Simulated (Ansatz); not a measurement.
Consider the cleavage of the Si–As bond: `[SiH3][AsH2]` + `NB(O)Cl` → `NB(Cl)O[SiH3]` + `[AsH3]`.

Calculated with Ansatz (gas phase, PBE0-D4/def2-TZVP geometries, no zero-point term in ΔE). CCSD(T)/CBS is the MP2 limit (def2-TZVPP, def2-QZVPP) plus CCSD(T) − MP2 in def2-TZVPP, frozen cores. Functionals use def2-TZVPP. For As outer-core shells are correlated without core-valence functions, which leaves a few kJ/mol of doubt a bond. Scalar relativity is left out up to krypton. One conformer a species, not always the lowest.

`[SiH3][AsH2]`:

```xyz
7

Si    0.133    0.067    0.848
As   -0.887    0.296   -1.273
H    -0.818   -0.638    1.748
H     0.388    1.427    1.391
H     1.412   -0.687    0.808
H    -0.657   -1.173   -1.602
H     0.428    0.707   -1.920
```

`NB(O)Cl`:

```xyz
7

N     0.597   -0.627   -0.688
B    -0.185    0.062    0.236
O    -0.305    1.416    0.172
Cl   -1.037   -0.852    1.515
H     0.708   -1.623   -0.672
H     1.091   -0.150   -1.422
H    -0.868    1.775    0.860
```

`NB(Cl)O[SiH3]`:

```xyz
10

N     1.539   -0.002   -0.759
B     0.387   -0.789   -0.836
Cl    0.380   -2.166   -1.962
O    -0.735   -0.571   -0.104
Si   -1.266    0.493    1.026
H     1.621    0.792   -0.148
H     2.352   -0.191   -1.315
H    -1.615   -0.254    2.258
H    -2.458    1.197    0.499
H    -0.205    1.491    1.342
```

`[AsH3]`:

Z-matrix (Å, degrees):
```
As
H 1 1.522
H 1 1.522 2 92.0
H 1 1.522 2 92.0 3 -92.1
```

(1) Is it downhill or uphill in electronic energy at CCSD(T)/CBS, and by how much? (Best estimate.)

(2) What do these levels give: revPBE-D4, B2PLYP, r2SCAN, BHLYP, HF/def2-SVP, SCS-MP2/def2-QZVPP? (An estimate is asked.)

(3) What do rigid-rotor, harmonic-oscillator terms from PBE0-D4/def2-TZVP frequencies (298.15 K, 1 bar) make of the CCSD(T)/CBS value? (An estimate is asked.)

Largest T1 diagnostic among the species: 0.011.

Answers

(1) The calculation gave: Downhill: ΔE = -12.2 kcal/mol.

(2) The calculation gave: revPBE-D4 -8.1, B2PLYP -13.0, r2SCAN -10.9, BHLYP -14.5, HF/def2-SVP -13.9, SCS-MP2/def2-QZVPP -13.9 kcal/mol.

(3) Ansatz gave: ΔZPE = -1.9 kcal/mol, ΔH = -13.7 kcal/mol, ΔS = -3 J/(mol·K), ΔG = -13.5 kcal/mol. Modes under 50 cm⁻¹ make the entropy rough.

Leaving LDA and LC-ωPBE aside and taking each functional with its dispersion term where it has one, the values, not all of them listed here, spread over 6.8 kcal/mol, from BHLYP-D4 to PBE-D4. LDA lies −1.1 kcal/mol from PBE without D4. From PBE to PBE0 (25 % exact exchange), in def2-TZVPP and without D4, ΔE moves by −1.2 kcal/mol.
